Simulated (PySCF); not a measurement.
H5Mo, SMILES [MoH5+] (connectivity only; charge and spin as stated), charge +1, multiplicity 1.

Geometry optimised at B3LYP-D3(BJ)/def2-TZVPD. The geometry has at least one imaginary mode, so it is a saddle point at that level. The multiplicity is an assumed one; other spin states were not compared. The def2 effective core potentials stand for the cores of Mo; spin–orbit coupling is left out.

Method: PySCF with PBE/def2-TZVPD.

```yaml
total_energy: -70.76873 hartree
point_group: C4v
highest_occupied_level: -14.88 eV
lowest_empty_level: -12.45 eV
orbital_gap: 2.43 eV
dipole_moment_about_the_centre_of_nuclear_charge: 0.94 D
mean_static_polarisability: 40.3 bohr³ (5.96 Å³)
polarisability_principal_values: 38.1, 38.1, 44.6 bohr³
```
